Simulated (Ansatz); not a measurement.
C2H7GaO can be A, `CO[CH2][GaH2]`, or B, `C[O][GaH][CH3]`.

Isolated molecules relaxed with PBE0-D4/def2-TZVP in Ansatz; ΔE leaves out vibrations. CBS: MP2 limit from def2 TZ/QZ plus the TZ coupled-cluster correction, frozen cores. Functionals use def2-TZVPP. B3LYP here is the variant with VWN-RPA as its local correlation; programs differ in this. For Ga outer-core shells are correlated without core-valence functions, which leaves a few kJ/mol of doubt a bond. Scalar relativity is left out up to krypton. One conformer a species, not always the lowest.

(1) Which is lower in electronic energy at CCSD(T)/CBS, and by how much? (Estimate.)

(2) Give E(B) − E(A) in kJ/mol with B2PLYP, HF/def2-TZVPP, r2SCAN-D4, CCSD/def2-TZVPP, PBE0-D4, B3LYP, BLYP-D4. (An estimate is asked.)

(3) Does the order hold for the free energy at 298.15 K (harmonic terms from PBE0-D4)? (Estimate.)

Largest T1 diagnostic: 0.014.

## Answers

(1) Ansatz gave: B, by 175.0 kJ/mol.

(2) Computed: B2PLYP -173.8, HF/def2-TZVPP -163.3, r2SCAN-D4 -174.4, CCSD/def2-TZVPP -171.6, PBE0-D4 -165.7, B3LYP -167.7, BLYP-D4 -168.2. None reverses the order clearly.

(3) The calculation gave: Yes: G(B) − G(A) = -169.0 kJ/mol, for one conformer each. Modes under 60 cm⁻¹, often nearly free rotors, make the harmonic entropy too high.

At CCSD(T), def2-SVP lies +11.3 kJ/mol from the extrapolated value and def2-TZVPP +1.9 kJ/mol. In def2-TZVPP, CCSD(T) changes the Hartree–Fock value by −9.7 kJ/mol (the triples alone add −1.5 kJ/mol) and MP2 by −17.7 kJ/mol.
